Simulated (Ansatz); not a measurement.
Consider the ligand exchange at a Ge–C bond: `O[SiH2]/C=[CH]\[GeH2][OH]` + `N[SiH](O)F` → `[OH][GeH2][NH][SiH](O)F` + `C=C[SiH2]O`.

Gas-phase electronic energies from Ansatz, PBE0-D4/def2-TZVP geometries. CBS: MP2 limit from def2 TZ/QZ plus the TZ coupled-cluster correction, frozen cores. This one scheme is used for every species. Functionals use def2-TZVPP. B3LYP here is the variant with VWN-RPA as its local correlation; programs differ in this. For Ge outer-core shells are correlated without core-valence functions, which leaves a few kJ/mol of doubt a bond. Scalar relativity is left out up to krypton. One conformer a species, not always the lowest.

| level | ΔE (kcal/mol) | difference from CCSD(T)/CBS |
| --- | --- | --- |
| PBE-D4 | -9.4 | 1.0 |
| r2SCAN-D4 | -10.3 | 0.1 |
| PBE0-D4 | -9.9 | 0.5 |
| B3LYP-D4 | -10.5 | -0.1 |
| ωB97X-V | -10.8 | -0.4 |
| B2PLYP | -11.0 | -0.6 |
| PBE | -9.5 | 0.9 |
| r2SCAN | -10.4 | 0.0 |
| PBE0 | -10.0 | 0.4 |
| HF/def2-TZVPP | -12.4 | -2.0 |
| SCS-MP2/def2-TZVPP | -11.2 | -0.8 |
| CCSD(T)/def2-TZVPP | -11.0 | -0.6 |
| SCS-MP2/def2-QZVPP | -11.0 | -0.6 |
| HF/CBS(def2) | -12.6 | -2.2 |
| MP2/CBS(def2) | -10.3 | 0.1 |
| CCSD/CBS(def2) | -10.5 | -0.1 |
| CCSD(T)/CBS | -10.4 | 0 |

Largest T1 diagnostic among the species: 0.012.

In def2-TZVPP, CCSD(T) changes the Hartree–Fock value by +1.4 kcal/mol (the triples alone add +0.0 kcal/mol) and MP2 by +1.5 kcal/mol.
